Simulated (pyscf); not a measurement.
H₅AsSi₂ (SMILES [SiH2]1[SiH2][AsH]1) -> H₃Si–SiH=AsH (SMILES [SiH3][SiH]=[AsH]), a rearrangement (singlet surface; As–Si, H–Si broken, H–Si formed). Single points on ωB97X-D3(BJ)/def2-SVP structures (PySCF, gas phase). Correlated levels are frozen-core, on RHF or UHF. ΔMP2 is the change of the MP2 total energy from the triple- to the quadruple-zeta basis. Energies in kcal/mol from the reactant's lowest minimum found.

Small-basis levels: PySCF, no dispersion term, spherical d functions. AM1 to PM7: differences of heats of formation from MOPAC, which are fitted to 298 K values and so differ in kind from electronic energies by zero-point and thermal terms. GFN2-xTB: tblite. Cost: rough CPU time at the saddle relative to B3LYP/6-31G*+LANL2DZ, from one job on a shared machine.

| level | barrier | reaction energy | cost |
|---|---|---|---|
| HF/STO-3G | 93.0 | +16.9 | 0.06 |
| HF/3-21G | 57.0 | -0.3 | 0.08 |
| BP86/6-31G*+LANL2DZ | 43.1 | +4.8 | 1 |
| B3LYP/STO-3G | 73.9 | +12.3 | 0.7 |
| B3LYP/3-21G | 46.2 | -0.2 | 1 |
| B3LYP/LANL2DZ | 46.5 | -2.6 | 0.6 |
| PBE/def2-SVP | 44.9 | +8.9 | 2 |
| B3LYP/def2-SVP | 46.9 | +5.9 | 2 |
| GFN2-xTB | 28.6 | -6.8 | under 0.02 |
| AM1 | 64.9 | +12.6 | under 0.02 |
| PM3 | 51.9 | +16.4 | under 0.02 |
| PM6 | 50.2 | +15.7 | under 0.02 |
| CCSD(T)/def2-TZVPP + ΔMP2(QZVPP) | 48.8 | +7.8 | – |

Against the last row the barrier runs from -20.3 (GFN2-xTB) to +44.2 kcal/mol (HF/STO-3G). CCSD(T)/def2-TZVPP + ΔMP2(QZVPP) has limits of its own. One saddle was located; it need not be the lowest between these sides. A restricted solution here is unstable towards spin polarisation, so biradical character is likely and single-reference numbers are less safe. The CCSD(T) − MP2 part came from Ansatz, without density fitting, on the same reference. The frozen core leaves the outer d or s,p core shells of the metals and heavy elements correlated in the MP2 and CC values, and def2-TZVPP describes them poorly, which can shift differences by a few kcal/mol. In the def2 sets elements up to Kr have no core potential.
